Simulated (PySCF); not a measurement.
PbI3, SMILES [I][Pb-]([I])[I], charge -1. Heavy atoms are numbered as in [Pb-:1]([I:2])([I:3])[I:4].

Coordinates come from a PBE0-D3(BJ)/def2-SVPD optimisation. The isomer is the one that the SMILES or the coordinates give; other isomers of the formula were not compared. The def2 effective core potentials stand for the cores of I, Pb; spin–orbit coupling is left out.

Computed with r2SCAN/def2-SVPD (PySCF).

Mulliken values depend strongly on the basis, most of all with diffuse functions as here. ESP charges are fitted to the potential on shells at 1.4 to 2.0 van der Waals radii. Atomic charges (e), one atom of each kind:

| atom | ESP fit | Mulliken |
|---|---|---|
| Pb1 | 0.32 | 0.73 |
| I2 | -0.44 | -0.58 |
